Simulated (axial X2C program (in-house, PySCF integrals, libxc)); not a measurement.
What spin–orbit coupling does to PbGe⁺

All values were computed with an in-house relativistic program for diatomic molecules. Spin-free means the one-electron spin-free X2C Hamiltonian; two-component (2c) means X2C with spin–orbit coupling and atomic mean-field two-electron Coulomb and Gaunt terms, so the difference of the two also holds small scalar two-electron terms. Basis: Pb dyall-v3z [12s14p10d6f], Ge dyall-v3z [9s9p7d1f] (cores contracted in-house); Gaussian nuclei, density fitting, unrestricted open shells. Masses: Pb 207.977 u, Ge 73.921 u.

Spin-free state: M_S = 3/2, Λ = 0 (beyond evenly filled blocks: σα, π+α, π-α); fragments Pb+ + Ge.

```
level  Re (Å)  ωe (cm⁻¹)  De (eV)  μ (D)
 PBE0   2.662      186.7    2.541   1.01
B97-3   2.691      180.1    2.350   0.92
B3LYP   2.703      174.2    2.421   1.19
```

Dipoles are positive if Ge is the positive end and refer to the centre of mass.

Two-component determinant lowest at the distance of the search:

Ω = 3/2 (⟨Sz⟩ = 1.28, ⟨Lz⟩ = 0.22 at PBE0); fragments Pb+ + Ge.

```
level  Re (Å)  ωe (cm⁻¹)  μ (D)
 PBE0   2.701      158.8   1.55
B97-3   2.759      140.8   1.65
B3LYP   2.772      138.6   1.86
```

Q: From the two tables, how do the constants change at the PBE0 level (2c against spin-free)?

A: At the PBE0 level Re goes up by 0.039 Å and ωe drops by 27.9 cm⁻¹.

One determinant describes the state; a PBE0 search over occupations chose it and may have missed a lower one. De is counted from the lowest determinant-based energies of the atoms at the same level, without counterpoise correction. De is not given where an atomic determinant may have missed its ground term or J level, or where the truncated virtual space spoils (T). Density functionals use the spin component along the axis (collinear). PBE0 can misorder states that lie within some tenths of an eV, so this need not be the ground state of the molecule. The nearest other spin-free determinant of the search, M_S = 1/2, Λ = 0, lies 0.46 eV up at the distance of the search. Without a current term, density functionals place determinants with orbital angular momentum somewhat too high. With several unpaired electrons one determinant need not be a pure state. This is the top spin component of a Σ state; components of lower Ω are not single determinants and can lie lower.
